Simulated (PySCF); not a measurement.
Vertical excitations of a molecule C2H7InO2 from TDDFT-PBE/def2-SVPD run with PySCF, as energy in eV (oscillator strength): 4.02 (0.003), 4.26 (0.004), 4.47 (0.002), 4.84 (0.111), 5.15 (0.024), 5.41 (0.009), 5.43 (0.006), 5.62 (0.005), 5.79 (0.024), 6.08 (0.011). Lowest triplet (TDA): 3.78 eV. Coordinates come from a r2SCAN-D4/def2-SVP optimisation. The def2 effective core potentials stand for the cores of In; spin–orbit coupling is left out. Other conformers were not sampled.

Q: Which molecule gave these data?
(A) C[CH2][In]([OH])[OH]
(B) C[O][InH][O]C
(C) CC[O][InH][OH]
(D) C[O][In]([CH3])[OH]

A: C, CC[O][InH][OH]
